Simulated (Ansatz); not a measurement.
A CCSD(T) single point on `C[S][Zn][F]`.

```yaml
crystal:
  periodic: [false, false, false]
  atoms:
    - {symbol: C, position_ang: [-0.488144, 1.026822, -0.216333]}
    - {symbol: S, position_ang: [1.129228, 0.494828, 0.439198]}
    - {symbol: Zn, position_ang: [0.950992, -1.638305, 0.413776]}
    - {symbol: F, position_ang: [0.825542, -3.383726, 0.400935]}
    - {symbol: H, position_ang: [-1.309208, 0.709552, 0.424151]}
    - {symbol: H, position_ang: [-0.459674, 2.116368, -0.228011]}
    - {symbol: H, position_ang: [-0.648736, 0.674461, -1.233717]}
basis:
  gaussian: {orbitals: def2-SVP}
correlation: {method: ccsd_t, frozen_orbitals: {C: 1, F: 1, H: 0, S: 5, Zn: 9}}
```

```sh
$ ansatz run in.yaml --threads 4 --pin off --events-out ev --progress --plain --max-ram 10444MiB
```

Output of Ansatz, abridged:

```
Functional definition: HF
889 factors; integrals over basis functions are off by at most 1.3e-3 eV
mean field evaluation 1: about -62963.3137 eV, gradient 3.6e1 eV
mean field evaluation 2: about -62963.3980 eV, gradient 3.6e1 eV
mean field evaluation 4: about -62966.0183 eV, gradient 2.7e0 eV
mean field evaluation 8: about -62966.0545 eV, gradient 3.5e-1 eV
mean field -62966.05498439 eV, -2313.9598407512 hartree, gradient 1.5e-6 eV, S^2 0.000000; 0 other end points of the search recorded, 0 dependent functions left out
16 core orbitals not correlated: weight in the atoms' cores, before any rotation towards them, 1.000 or more for the frozen orbitals, at most 0.000 for the correlated occupied ones
reference -62966.05498439 eV, -2313.9598407512 hartree; 16, 16 occupied and 60, 60 virtual orbitals, 889 factors
second order -20.65528175 eV of doubles, -0.00000000 eV of singles
cycle   1  -20.26183349 eV  change    3.9e-1 eV  update   1.1e-1
cycle   2  -20.78090632 eV  change   -5.2e-1 eV  update   3.7e-2
cycle   3  -20.90236454 eV  change   -1.2e-1 eV  update   1.9e-2
cycle   4  -20.89321659 eV  change    9.1e-3 eV  update   5.4e-3
cycle   5  -20.88910306 eV  change    4.1e-3 eV  update   2.6e-3
cycle   6  -20.88866435 eV  change    4.4e-4 eV  update   7.1e-4
cycle   7  -20.88851535 eV  change    1.5e-4 eV  update   2.5e-4
cycle   8  -20.88843722 eV  change    7.8e-5 eV  update   8.5e-5
cycle   9  -20.88843651 eV  change    7.1e-7 eV  update   3.0e-5
perturbative correction -0.51041971 eV, -0.0187575783 hartree
Total energy: -62987.45384061 eV, -2314.7462342126 hartree
```

Run time 2.4 s (4 threads of an Arm Neoverse V2 on a shared host); peak host memory 0.31 GiB.

The correlation energy is -21.399 eV, 2.4 % of it from (T); the T1 diagnostic reads 0.0136.
